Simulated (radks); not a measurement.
Results of a calculation; reference values are marked as such.
Q: Hg2+, configuration [Kr] 4d10 4f14 5s2 5p4 5d10 6p2 (not the ground configuration). Level of theory: Dirac Kohn-Sham, B86b exchange with PBE correlation, spin-unpolarised, spherical densities, finite nucleus; open shells fill j = l - 1/2 first; Fermi nuclear charge, rms radius 5.4648 fm (a radial shooting solver on a logarithmic mesh with Libxc functionals). Some entries of the table are withheld. Estimate them.

| orbital | occ. | eigenvalue (eV) | <r> (bohr) |
|---|---|---|---|
| 1s1/2 | 2 | -83039.41 | 0.01659 |
| 2s1/2 | 2 | -14735.01 | 0.06926 |
| 2p1/2 | 2 | -14143.51 | 0.05692 |
| 2p3/2 | 4 | -12195.49 | 0.06559 |
| 3s1/2 | 2 | -3523.016 | 0.1801 |
| 3p1/2 | 2 | (1) | 0.1704 |
| 3p3/2 | 4 | (2) | 0.1863 |
| 3d3/2 | 4 | -2379.356 | 0.1621 |
| 3d5/2 | 6 | -2286.900 | 0.1669 |
| 4s1/2 | 2 | -801.8082 | 0.3991 |
| 4p1/2 | 2 | -686.8752 | 0.4011 |
| 4p3/2 | 4 | -582.6856 | 0.4352 |
| 4d3/2 | 4 | (3) | (4) |
| 4d5/2 | 6 | (5) | (6) |
| 5s1/2 | 2 | -150.6254 | 0.8945 |
| 4f5/2 | 6 | -132.6733 | 0.4776 |
| 4f7/2 | 8 | -128.4641 | 0.4842 |
| 5p1/2 | 2 | -112.1871 | (7) |
| 5p3/2 | 2 | -93.1889 | (8) |
| 5d3/2 | 4 | -39.9210 | (9) |
| 5d5/2 | 6 | -37.6634 | (10) |
| 6s1/2 | 0 | -28.1038 | 2.218 |
| 6p1/2 | 2 | -19.7124 | (11) |
| 6p3/2 | 0 | -17.5102 | (12) |
| 6d3/2 | 0 | -8.7020 | 4.283 |
| 6d5/2 | 0 | -8.5194 | 4.372 |

A: 
(1) 3p1/2 eigenvalue (eV): -3255.480
(2) 3p3/2 eigenvalue (eV): -2823.995
(3) 4d3/2 eigenvalue (eV): -394.4196
(4) 4d3/2 <r> (bohr): 0.4422
(5) 4d5/2 eigenvalue (eV): -374.9829
(6) 4d5/2 <r> (bohr): 0.4533
(7) 5p1/2 <r> (bohr): 0.9582
(8) 5p3/2 <r> (bohr): 1.047
(9) 5d3/2 <r> (bohr): 1.318
(10) 5d5/2 <r> (bohr): 1.360
(11) 6p1/2 <r> (bohr): 2.607
(12) 6p3/2 <r> (bohr): 2.854
